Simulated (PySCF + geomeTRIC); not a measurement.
These are TPSS-D3(BJ)/def2-SVP run with PySCF + geomeTRIC values and carry that method's errors. fastk is a local helper that only speeds up exchange builds. No frequencies were computed at this level.

```python
import json, numpy as np
from pyscf import gto, dft
from fastk import lowrank_exchange
atoms = """
Ti    -0.000017    -0.000014    -0.000015
H     -0.238139     0.495051     1.641749
H      0.374138    -1.689739    -0.044733
H      1.308655     0.899266    -0.689835
H     -1.444641     0.295433    -0.907169
"""
def scf(charge, spin, dm0=None):
    mol = gto.M(atom=atoms, basis='def2-svp', ecp={}, charge=charge, spin=spin, verbose=3, max_memory=10080)
    mf = dft.KS(mol, xc='tpss').density_fit(auxbasis="def2-universal-jkfit")
    mf.disp = 'd3bj'
    mf.grids.level = 3
    mf.conv_tol = 1e-8
    mf.max_cycle = 120
    mf.level_shift = 0.25
    mf.kernel(dm0)
    if not mf.converged:
        mf = mf.newton().run(mf.mo_coeff, mf.mo_occ).undo_soscf()
    return mf
mf = scf(0, 0)
from pyscf.geomopt.geometric_solver import kernel as optimize
path = []
done, mol = optimize(mf, maxsteps=120, assert_convergence=False, callback=lambda env: path.append((env["energy"], bool(env["g_scanner"].converged))))
res = dict(converged=bool(done and path[-1][1]), energy=path[-1][0], path=[e for e, c in path], xyz=mol.atom_coords(unit="Angstrom").tolist(), nao=mol.nao)
json.dump(res, open("result.json", "w"))
```

Output:

```
converged SCF energy = -851.681544691868
Geometry optimization cycle 1
converged SCF energy = -851.681544690356
cycle 1: E = -851.68154469  dE = -851.682  norm(grad) = 0.0135322
Geometry optimization cycle 2
converged SCF energy = -851.682382701919
cycle 2: E = -851.682382702  dE = -0.000838012  norm(grad) = 0.00184484
Geometry optimization cycle 3
converged SCF energy = -851.682397118539
cycle 3: E = -851.682397119  dE = -1.44166e-05  norm(grad) = 0.000114222
Geometry optimization cycle 4
converged SCF energy = -851.682397167639
cycle 4: E = -851.682397168  dE = -4.90996e-08  norm(grad) = 1.66626e-05
<class 'geometric.internal.Distance'> : 4
<class 'geometric.internal.Angle'> : 6
<class 'geometric.internal.TranslationX'> : 1
<class 'geometric.internal.TranslationY'> : 1
<class 'geometric.internal.TranslationZ'> : 1
<class 'geometric.internal.RotationA'> : 1
<class 'geometric.internal.RotationB'> : 1
<class 'geometric.internal.RotationC'> : 1
Step    0 : Gradient = 6.052e-03/6.768e-03 (rms/max) Energy = -851.6815446904
Step    1 : Displace = 3.290e-02/3.679e-02 (rms/max) Trust = 1.000e-01 (=) Grad = 8.250e-04/9.271e-04 (rms/max) E (change) = -851.6823827019 (-8.380e-04) Quality = 0.891
Step    2 : Displace = 3.946e-03/4.419e-03 (rms/max) Trust = 1.414e-01 (+) Grad = 5.108e-05/6.175e-05 (rms/max) E (change) = -851.6823971185 (-1.442e-05) Quality = 0.937
Step    3 : Displace = 2.264e-04/2.649e-04 (rms/max) Trust = 2.000e-01 (+) Grad = 7.452e-06/1.082e-05 (rms/max) E (change) = -851.6823971676 (-4.910e-08) Quality = 0.774
Converged! =D
```

Cost: very roughly 50 core-seconds.
